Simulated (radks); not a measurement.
Species: Tb37+. Configuration: [Ar] 3d10. Method: scalar-relativistic Kohn-Sham, exchange-only LDA, spin-polarised, spherical densities, point nucleus; computed with a radial shooting solver on a logarithmic mesh with Libxc functionals. Some entries of the table are withheld. Estimate them.

orbital,occ.,eigenvalue (eV),<r> (bohr)
1s,2,(1),0.02152
2s,2,(2),0.09136
2p,6,-9198.251,(3)
3s,2,-3373.779,0.2351
3p,6,(4),0.2326
3d,10,(5),0.2097

Answer. 
(1) 1s eigenvalue (eV): -53408.74
(2) 2s eigenvalue (eV): -10146.22
(3) 2p <r> (bohr): 0.08069
(4) 3p eigenvalue (eV): -3080.448
(5) 3d eigenvalue (eV): -2709.774
